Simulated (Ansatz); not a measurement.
`C#[C][AlH][CH3]` and `C#[C][AlH][OH]` differ in one atom or group.

Ansatz, PBE0-D4/def2-TZVP geometries, multiplicity 1. Each molecule was computed in one conformer, which needn't be the lowest.

```tsv
property	`C#[C][AlH][CH3]`
HOMO–LUMO gap (PBE0/def2-TZVPP) / eV	6.36
size of the dipole moment (B3LYP/def2-TZVPP) / D	0.65
HOMO energy (PBE0/def2-TZVPP) / eV	-7.81
HOMO–LUMO gap (PBE/def2-TZVPP) / eV	4.35
HOMO energy (B3LYP/def2-TZVPP) / eV	-7.59
HOMO energy (PBE/def2-TZVPP) / eV	-6.60
```

(1) Give the same properties after the change, and the shifts. (An estimate is asked.)

Answers

(1) The calculation gave: 
| property | `C#[C][AlH][OH]` | shift |
| --- | --- | --- |
| HOMO–LUMO gap (PBE0/def2-TZVPP) / eV | 7.07 | 0.71 |
| size of the dipole moment (B3LYP/def2-TZVPP) / D | 1.71 | 1.06 |
| HOMO energy (PBE0/def2-TZVPP) / eV | -8.30 | -0.49 |
| HOMO–LUMO gap (PBE/def2-TZVPP) / eV | 5.03 | 0.68 |
| HOMO energy (B3LYP/def2-TZVPP) / eV | -8.04 | -0.45 |
| HOMO energy (PBE/def2-TZVPP) / eV | -7.06 | -0.46 |

With PBE0 the HOMO falls by 0.49 eV and the LUMO rises by 0.23 eV, so the gap widens by about 0.72 eV. PBE moves the HOMO by -0.46 eV and ωB97M-V by -0.53 eV. Dipoles are sizes alone; their direction can turn.

B3LYP here is the variant with VWN-RPA as its local correlation; programs differ in this.
